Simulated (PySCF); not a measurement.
SMILES [SiH3][CdH] (B3LYP/def2-SVP optimised geometry):

```
6

Cd    -0.697     0.128     0.000
H     -2.399     0.127     0.001
Si     1.840     0.128     0.000
H      2.399     1.183    -0.904
H      2.398    -1.183    -0.461
H      2.397     0.383     1.366
```

Computed with B3LYP/def2-TZVP, def2 effective core potentials past Kr (PySCF).

### Question
What are the frontier orbital energies and the dipole moment?

### Answer
HOMO-2 -9.33 eV, HOMO-1 -8.97 eV, HOMO -6.95 eV, LUMO -1.33 eV, LUMO+1 -1.33 eV; dipole moment 0.27 D.

On the same geometry PBE/def2-TZVP, def2 effective core potentials past Kr run with PySCF 2.14.0 gives HOMO-2 -8.23 eV, HOMO-1 -8.01 eV, HOMO -6.14 eV, LUMO -1.76 eV, LUMO+1 -1.76 eV; dipole moment 0.28 D.
